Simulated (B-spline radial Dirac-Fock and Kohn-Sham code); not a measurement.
## Satellites and hypersatellites of the K lines of Rh⁺

System: Rh⁺, configuration [Kr] 4d8, inside a Watson sphere of charge -1 and radius 2.2 Å (a model of the Madelung potential; inside it an electron's potential energy is raised by 6.5 eV).

Input of the calculation (task.json; shells as n, l, electrons):

```json
{"items": [{
  "Z": 45,
  "q": 1,
  "cfg": [[1, 0, 2], [2, 0, 2], [2, 1, 6], [3, 0, 2], [3, 1, 6], [3, 2, 10], [4, 0, 2], [4, 1, 6], [4, 2, 8]],
  "A": 103,
  "rrms": 4.4945,
  "watson": [-1, 2.2],
  "do": ["binding", "quiet", "double"]
}]}
```

Run with: `python xray_run.py task.json out`

The computed values come from a B-spline atomic structure program: Dirac-Fock (average of configuration) total-energy differences with a finite nucleus, the Breit interaction including its frequency dependence, and self-energy and vacuum-polarisation corrections. Each two-hole energy is an average over J within one jj subconfiguration, not an observable level; in light atoms, where LS coupling holds, the j-resolved values are not observed lines, and for a K spectator the Kα1 hypersatellite is nearly forbidden. Correlation and solid-state effects are left out.

Lines without a spectator: Kα2 (K-L2) 20071.9 eV, Kα1 (K-L3) 20214.4 eV, Kβ3 (K-M2) 22695.2 eV, Kβ1 (K-M3) 22720.4 eV. Shifts in eV with one spectator hole (a dash: not computed, or left out as unreliable):

```tsv
spectator hole	Kα2	Kα1	Kβ3	Kβ1
L2 (2p1/2)	+54.3	+68.0	–	+145.6
L3 (2p3/2)	+55.1	+54.6	+131.7	–
M2 (3p1/2)	–	+7.24	+16.35	+20.06
M3 (3p3/2)	+5.61	–	+17.43	+16.83
```

Q: Where does the K-L3 hypersatellite lie, emitted when both K electrons are missing?

A: +520.0 eV from the normal line, at 20734.4 eV. Removing both K electrons costs 47158.8 eV, which is 698.7 eV more than twice the K binding energy.

With n spectator holes in 2p, averaged over the 2p shell (energies in eV):

```tsv
n	KαLⁿ	step	hypersatellite KαʰLⁿ
0	20166.8	–	20682.5
1	20225.1	+58.3	20742.2
2	20284.6	+59.5	20803.1
3	20345.3	+60.7	20865.2
4	20407.3	+61.9	20928.5
5	20470.4	+63.1	20993.0
```
